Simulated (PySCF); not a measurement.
**Electron correlation in Tl⁺ (thallium, charge +1)**

[Xe] 4f14 5d10 6s1 6p1, 6s spin antiparallel (an excited configuration). All numbers are calculated (PySCF 2.14, a scalar-relativistic core potential, in aug-cc-pwCVTZ-PP with ECP60MDF (8s7p6d4f1g, 96 functions)). Frozen: 5s2 5p6 5d10; 2 electrons correlated.

Total MP2 correlation energy: -17.53 mhartree.

Same-spin part 0.00 and opposite-spin part -17.53 mhartree; SCS-MP2 scales them by 1/3 and 6/5 to -21.04 mhartree.
